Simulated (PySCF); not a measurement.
# Iron: highly charged ions in a basis for the neutral atom

Fe(5+) [Ar] 3d3, Fe(6+) [Ar] 3d2. Calculation: PySCF 2.14, in cc-pVTZ-DK; scalar relativity by spin-free X2C-1e. No spin-orbit coupling, so a gap to NIST mixes the basis error with missing relativistic terms.

Changed run: basis of the neutral atom used for a highly charged ion. This setting is unsound on purpose.

```
species  method  sound run (hartree)  changed run (hartree)  converged
 Fe(5+)     UHF              not run            -1264.81113        yes
 Fe(5+)   M06-L              not run            -1265.76764        yes
 Fe(6+)     UHF              not run            -1261.20090        yes
 Fe(6+)   M06-L              not run            -1262.10501        yes
```

Ionisation energy of Fe(5+):

| method | changed run (eV) | NIST (eV) |
| --- | --- | --- |
| UHF | 98.239 | 98.985 ± 0.015 |
| M06-L | 99.665 | 98.985 ± 0.015 |
| r2SCAN | 99.717 | 98.985 ± 0.015 |

The contracted functions were made for the neutral atom and can be too rigid for a highly charged ion.
